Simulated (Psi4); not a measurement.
C4H3O, charge -1, singlet, at a GFN2-xTB geometry (a gas-phase anion, which may not be bound at this level); REVPBE/6-31G* in Psi4 1.11.

Input for Psi4:
```
memory 2 GB

molecule {
-1 1
O    -0.00434124    0.04793050    1.16904018
C     0.01699507    1.22054995    0.39478422
C    -0.01760528   -1.04457952    0.36698234
C     0.01553600    0.75294446   -0.91996930
C    -0.00610386   -0.66403323   -0.93846348
H    -0.03459745   -2.01935969    0.83917224
H     0.02893664    1.37399554   -1.81376634
H    -0.01254091   -1.32736979   -1.79773000
}

set {
  basis 6-31g*
}

energy('revpbe')
print_variables()
```

What the program printed (banner, timings and long lists left out):

```
   => Loading Basis Set <=

    Name: 6-31G*
    Role: ORBITAL
    Keyword: BASIS

         ---------------------------------------------------------
                                   SCF
               by Justin Turney, Rob Parrish, Andy Simmonett
                          and Daniel G. A. Smith
                              RKS Reference
         ---------------------------------------------------------

  ==> Geometry <==

    Molecular point group: c1
    Full point group: C1

    Geometry (in Angstrom), charge = -1, multiplicity = 1:

       Center              X                  Y                   Z               Mass
    ------------   -----------------  -----------------  -----------------  -----------------
         O           -0.004611035319     0.018728760943     1.128085964118    15.994914619570
         C            0.016725274681     1.191348210943     0.353830004118    12.000000000000
         C           -0.017875075319    -1.073781259057     0.326028124118    12.000000000000
         C            0.015266204681     0.723742720943    -0.960923515882    12.000000000000
         C           -0.006373655319    -0.693234969057    -0.979417695882    12.000000000000
         H           -0.034867245319    -2.048561429057     0.798218024118     1.007825032230
         H            0.028666844681     1.344793800943    -1.854720555882     1.007825032230
         H           -0.012810705319    -1.356571529057    -1.838684215882     1.007825032230

  Running in c1 symmetry.

  Rotational constants: A =      0.33264  B =      0.31564  C =      0.16196 [cm^-1]
  Rotational constants: A =   9972.38673  B =   9462.53670  C =   4855.38704 [MHz]
  Nuclear repulsion =  151.035740247917943

  Charge       = -1
  Multiplicity = 1
  Electrons    = 36
  Nalpha       = 18
  Nbeta        = 18

  ==> Algorithm <==

  SCF Algorithm Type is DF.
  DIIS enabled.
  MOM disabled.
  Fractional occupation disabled.
  Guess Type is SAD.
  Energy threshold   = 1.00e-06
  Density threshold  = 1.00e-06
  Integral threshold = 1.00e-12

  ==> Primary Basis <==

  Basis Set: 6-31G*
    Blend: 6-31G*
    Number of shells: 36
    Number of basis functions: 81
    Number of Cartesian functions: 81
    Spherical Harmonics?: false
    Max angular momentum: 2

  ==> DFT Potential <==

   => LibXC <=

    Version 7.1.2
    S. Lehtola, C. Steigemann, M. J. T. Oliveira, and M. A. L. Marques,  SoftwareX 7, 1–5 (2018) (10.1016/j.softx.2017.11.002)

   => Composite Functional: REVPBE <=

[...]
   @DF-RKS iter   6:  -229.29516639130742   -2.83120e-04   3.65539e-04 ADIIS/DIIS
   @DF-RKS iter   7:  -229.29551484434819   -3.48453e-04   7.09237e-05 DIIS
   @DF-RKS iter   8:  -229.29552804547444   -1.32011e-05   3.43259e-05 DIIS
   @DF-RKS iter   9:  -229.29553207090595   -4.02543e-06   5.63407e-06 DIIS
   @DF-RKS iter  10:  -229.29553216464700   -9.37411e-08   2.02760e-06 DIIS
   @DF-RKS iter  11:  -229.29553217915554   -1.45085e-08   1.56850e-07 DIIS
  Energy and wave function converged.

  ==> Post-Iterations <==

   Electrons on quadrature grid:
      Ntotal   =   35.9999885151 ; deviation = -1.148e-05

    Orbital Energies [Eh]
    ---------------------

    Doubly Occupied:

[...]
    Virtual:

[...]
    Final Occupation by Irrep:
              A
    DOCC [    18 ]
    NA   [    18 ]
    NB   [    18 ]

  @DF-RKS Final Energy:  -229.29553217915554

   => Energetics <=

    Nuclear Repulsion Energy =            151.0357402479179427
    One-Electron Energy =                -617.7938028327564552
    Two-Electron Energy =                 269.0171823844137862
    DFT Exchange-Correlation Energy =     -31.5546519787308206
    Empirical Dispersion Energy =           0.0000000000000000
    VV10 Nonlocal Energy =                  0.0000000000000000
    Total Energy =                       -229.2955321791555434

Computation Completed

Properties will be evaluated at   0.000000,   0.000000,   0.000000 [a0]

Properties computed using the SCF density matrix

 Multipole Moments:

 ------------------------------------------------------------------------------------
     Multipole            Electronic (a.u.)      Nuclear  (a.u.)        Total (a.u.)
 ------------------------------------------------------------------------------------

 L = 1.  Multiply by 2.5417464519 to convert [e a0] to [Debye]
 Dipole X            :         -0.0017587           -0.0178445           -0.0196032
 Dipole Y            :          0.5256690           -1.9314151           -1.4057461
 Dipole Z            :          2.2608196           -2.7087288           -0.4479091
 Magnitude           :                                                    1.4755097

 ------------------------------------------------------------------------------------

  Variable Map:
  ----------------------------------------------------------------------------
[...]
  Array Variable Map:
  ----------------------------------------------------------------------------
[...]
[...]
```
